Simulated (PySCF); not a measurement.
An unknown gives this computed stick spectrum. Method: TDDFT CAM-B3LYP/def2-SVPD, vertical, gas phase, core orbitals frozen in the response in PySCF 2.14.0, density-fitted response routines. Geometries: PBE0-D3(BJ)/def2-SVP, one conformer each.

| state | ν̃ (cm⁻¹) | f | main configurations (H = HOMO, L = LUMO) |
| --- | --- | --- | --- |
| S1 | 54690 | 0.040 | H→L (83%), H→L+3 (14%) |
| S2 | 55740 | 0.180 | H→L+1 (96%) |
| S3 | 59380 | 0.0070 | H-1→L+1 (91%) |
| S4 | 62220 | 0.0000 | H→L+2 (84%), H→L+7 (14%) |
| S5 | 62300 | 0.0003 | H→L+3 (64%), H→L (14%), H→L+6 (12%) |
| S6 | 62810 | 0.0000 | H-3→L+1 (89%) |
| S7 | 64160 | 0.0088 | H-2→L+1 (92%) |
| S8 | 65040 | 0.0004 | H-1→L (95%) |
| S9 | 65590 | 0.0006 | H→L+4 (87%) |
| S10 | 65680 | 0.0000 | H-2→L (90%) |

Problem. Which structure fits? All have the formula C8H12.
A. `[C@H]12CC[C@H](CC1)C=C2`
B. `C(=C/C(=C)C)/C(=C)C`
C. `C=C/C=C\C(=C)CC`
D. `C#CC(=C)C(C)(C)C`

Solution. A. Its S1, at 6.78 eV, is the highest among the candidates; the nearest of the others has S1 at 5.57 eV. S1 is HOMO→LUMO (83%), HOMO→LUMO+3 (14%). Löwdin shares by element: HOMO carbon 78% or more (atoms not listed hold the other 22%); LUMO carbon 25% or more (atoms not listed hold the other 75%). At the same level the other candidates give, for their lowest levels:
- `C=C(C)/C=C\C(=C)C`: 5.11 eV (f 0.487); 5.81 eV (f 0.004); 6.39 eV (f 0.003); 6.41 eV (f 0.007); 6.71 eV (f 0.001); HOMO -7.76, LUMO 0.03 eV
- `C=C/C=C\C(=C)CC`: 4.85 eV (f 0.909); 6.15 eV (f 0.001); 6.23 eV (f 0.005); 6.59 eV (f 0.023); 6.68 eV (f 0.002); T1 2.55 eV; HOMO -7.36, LUMO -0.35 eV
- `C#CC(=C)C(C)(C)C`: 5.57 eV (f 0.000); 5.69 eV (f 0.210); 6.22 eV (f 0.000); 6.88 eV (f 0.000); 7.33 eV (f 0.238); HOMO -8.23, LUMO 0.33 eV
Triplets come from the Tamm–Dancoff approximation.
